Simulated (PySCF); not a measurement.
# Towards the basis-set limit for GaF⁺

State: ²Σ⁺, doublet, unpaired electrons σ ↑. De refers to Ga⁺ + F. ROHF-based CCSD(T) in PySCF 2.14 with Ga cc-pwCVDZ-PP with ECP10, F aug-cc-pVDZ and Ga cc-pwCVTZ-PP with ECP10, F aug-cc-pVTZ (frozen core orbitals: 5; scalar-relativistic core potentials). Correlation energies are extrapolated as n⁻³ (n = 2, 3), Hartree–Fock as (n+1)·exp(−9√n).

| Level | Re (Å) | ωe (cm⁻¹) | ωexe (cm⁻¹) | αe (cm⁻¹) | De (eV) |
| --- | --- | --- | --- | --- | --- |
| CCSD(T)/DZ | 1.7008 | 719.4 | n/a | 0.00343 | 1.202 |
| CCSD(T)/TZ | 1.6888 | 742 | n/a | 0.00337 | 1.371 |
| HF/CBS | 1.6633 | 841.9 | 3.64 | 0.00254 | 0.500 |
| MP2/CBS | 1.6785 | 773 | n/a | n/a | 1.676 |
| CCSD/CBS | 1.6789 | 769 | n/a | 0.00315 | 1.282 |
| CCSD(T)/CBS | 1.6867 | 745 | n/a | 0.00336 | 1.418 |

Question: How much is left between CCSD(T)/TZ and the basis-set limit, and how much do the triples give at the limit?

Answer: CCSD(T)/CBS less CCSD(T)/TZ: -2.1 mÅ in Re, +2.7 cm⁻¹ in ωe and +0.047 eV in De. CCSD(T)/CBS less CCSD/CBS: +7.8 mÅ in Re, -24.2 cm⁻¹ in ωe and +0.136 eV in De.

The T1 diagnostic is 0.027. The state was picked by a PBE0 search and need not be the measured ground state. Spin–orbit coupling, excitations beyond (T) and corrections to the Born–Oppenheimer picture are left out.

The whole job (state search and all basis sets along the bond) took about 37 min on 4 threads of Intel Xeon Platinum 8175M @ 2.50GHz (shared host), peak memory 12 GiB.
